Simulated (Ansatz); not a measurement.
`[OH][Ge]([F])([F])[SiH3]` + H₂O → `[OH][Ge]([OH])([F])[F]` + SiH₄ at 298.15 K and 1 bar (formal hydrolysis of a Ge–Si bond).

Gas-phase electronic energies from Ansatz, PBE0-D4/def2-TZVP geometries. CCSD(T)/CBS adds triple-zeta CCSD(T) − MP2 to the extrapolated MP2 energy (def2 sets, frozen cores). This one scheme is used for every species. For Ge outer-core shells are correlated without core-valence functions, which leaves a few kJ/mol of doubt a bond. Scalar relativity is left out up to krypton. One conformer a species, not always the lowest.

| species | CCSD(T)/CBS energy (Eh) | H − E (kJ/mol) | S (J/(mol·K)) |
| --- | --- | --- | --- |
| `[OH][Ge]([F])([F])[SiH3]` | -2642.46724 | 138.7 | 380.5 |
| H₂O | -76.37941 | 66.4 | 188.7 |
| `[OH][Ge]([OH])([F])[F]` | -2427.38846 | 106.1 | 339.9 |
| SiH₄ | -291.46306 | 92.1 | 204.8 |

H − E and S are ideal-gas, rigid-rotor, harmonic terms from PBE0-D4/def2-TZVP, for one conformer and one mirror image of each species. 1 Eh = 2625.50 kJ/mol, R = 8.31446 J/(mol·K).

Task: By hand: ΔE, ΔH, ΔS and ΔG.

Result: ΔE = (-2427.38846) + (-291.46306) − (-2642.46724) − (-76.37941) = -0.00487 Eh = -12.8 kJ/mol. Δ(H − E) = 106.1 + 92.1 − 138.7 − 66.4 = -6.9, so ΔH = -19.7 kJ/mol. ΔS = 339.9 + 204.8 − 380.5 − 188.7 = -24.5 J/(mol·K). ΔG = -19.7 − 298.15 × (-24.5)/1000 = -12.4 kJ/mol.

Task: By hand: the equilibrium constant, and the temperature at which ΔG would vanish if ΔH and ΔS stayed fixed.

Result: log₁₀ K = −ΔG/(RT ln 10) = 2.2. ΔG = 0 at ΔH/ΔS = 804 K.

TΔS isn't small against ΔH here. A doubt of 5 kJ/mol in ΔE shifts log₁₀ K by 0.9 here. Other conformers and mirror images would add mixing entropy, several J/(mol·K) or more a flexible species. These are equilibria of isolated gas molecules and say nothing of rates. Largest T1 diagnostic: 0.013 (customary marks: 0.02 for closed shells, 0.045 for open ones).
